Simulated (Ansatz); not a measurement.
Species: H4GeS3, SMILES `[SH][GeH]([SH])[SH]` (charge 0, multiplicity 1).

**Question.** Give a relaxed geometry from r2SCAN-D4/def2-TZVP (Ansatz, an electronic-structure program).

**Answer.** Several could match; the one computed here: the end point of this relaxation, one of several conformers (outside a Z-matrix the atoms follow the SMILES, hydrogens last).
Z-matrix (Å, degrees):
```
Ge
H 1 1.5352
S 1 2.2185 2 111.52
H 3 1.3449 1 93.22 2 47.23
S 1 2.2195 2 113.69 4 -136.14
H 5 1.3445 1 92.78 2 -80.29
S 1 2.2224 2 104.26 4 101.85
H 7 1.3449 1 93.40 2 -176.86
```
